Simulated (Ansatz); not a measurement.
The inner images of a band of CH6SSi2 (10 atoms, charge 0, multiplicity 1) are given out of order.

Method: RKS PBE0-D4/6-31G* (Ansatz).

First end point:

```xyz
10
Properties=species:S:1:pos:R:3
C -1.339 0.783 -0.769
Si -0.426 -0.509 0.236
Si 1.740 -0.318 0.822
S 1.121 -1.617 -0.794
H -0.629 1.396 -1.333
H -1.921 1.438 -0.112
H -2.025 0.308 -1.478
H -1.338 -1.368 1.037
H 2.338 -1.009 1.994
H 2.564 0.845 0.400
```

Last end point:

```xyz
10
Properties=species:S:1:pos:R:3
C -1.180 0.832 -0.614
Si -0.270 -0.342 0.542
Si 1.757 0.160 1.552
S 1.579 -1.090 -0.532
H -0.547 1.684 -0.884
H -2.064 1.231 -0.102
H -1.520 0.334 -1.528
H -1.071 -1.585 0.740
H 1.685 -1.209 2.226
H 1.713 -0.065 -1.398
```

Question: Put them in order from the first end to the last, with their energies above the first end.
A.
```xyz
10
Properties=species:S:1:pos:R:3
C -1.311 0.830 -0.673
Si -0.240 -0.343 0.330
Si 1.752 0.234 1.373
S 1.403 -1.248 -0.823
H -0.708 1.635 -1.102
H -2.072 1.283 -0.027
H -1.826 0.309 -1.488
H -1.011 -1.529 0.793
H 1.806 -1.022 2.224
H 2.291 -0.201 -0.602
```
B.
```xyz
10
Properties=species:S:1:pos:R:3
C -1.343 0.818 -0.709
Si -0.273 -0.387 0.244
Si 1.738 0.215 1.231
S 1.344 -1.271 -0.843
H -0.724 1.605 -1.149
H -2.082 1.286 -0.048
H -1.879 0.309 -1.517
H -1.037 -1.471 0.909
H 1.947 -0.972 2.147
H 2.393 -0.183 -0.262
```
C.
```xyz
10
Properties=species:S:1:pos:R:3
C -1.373 0.800 -0.768
Si -0.395 -0.464 0.208
Si 1.765 -0.314 0.813
S 1.119 -1.641 -0.776
H -0.723 1.564 -1.202
H -2.095 1.291 -0.105
H -1.929 0.315 -1.577
H -1.257 -1.315 1.067
H 2.235 -0.951 2.072
H 2.737 0.663 0.270
```
D.
```xyz
10
Properties=species:S:1:pos:R:3
C -1.289 0.839 -0.652
Si -0.237 -0.315 0.397
Si 1.774 0.165 1.447
S 1.489 -1.232 -0.699
H -0.694 1.659 -1.065
H -2.063 1.280 -0.011
H -1.791 0.315 -1.472
H -0.999 -1.556 0.723
H 1.698 -1.090 2.295
H 2.196 -0.117 -0.961
```
E.
```xyz
10
Properties=species:S:1:pos:R:3
C -1.384 0.818 -0.743
Si -0.372 -0.452 0.160
Si 1.711 -0.169 0.931
S 1.173 -1.517 -0.791
H -0.740 1.588 -1.176
H -2.105 1.288 -0.068
H -1.927 0.320 -1.552
H -1.136 -1.376 1.032
H 2.112 -0.915 2.154
H 2.751 0.363 0.055
```
F.
```xyz
10
Properties=species:S:1:pos:R:3
C -1.365 0.822 -0.722
Si -0.323 -0.435 0.166
Si 1.705 0.051 1.092
S 1.227 -1.399 -0.826
H -0.732 1.596 -1.163
H -2.093 1.289 -0.053
H -1.901 0.311 -1.528
H -1.069 -1.418 0.986
H 2.036 -0.945 2.154
H 2.598 0.077 -0.103
```
G.
```xyz
10
Properties=species:S:1:pos:R:3
C -1.246 0.840 -0.631
Si -0.244 -0.313 0.470
Si 1.778 0.138 1.518
S 1.598 -1.152 -0.559
H -0.645 1.666 -1.023
H -2.042 1.279 -0.015
H -1.723 0.314 -1.464
H -1.016 -1.571 0.690
H 1.630 -1.166 2.292
H 1.992 -0.085 -1.274
```

Answer: C (+0.04 eV), E (+0.52 eV), F (+1.44 eV), B (+1.96 eV), A (+1.86 eV), D (+1.64 eV), G (+1.40 eV).

Time of the run: 2.6 min on 2 threads of Arm Neoverse V1, with other jobs on the host, peak memory 0.18 GiB.
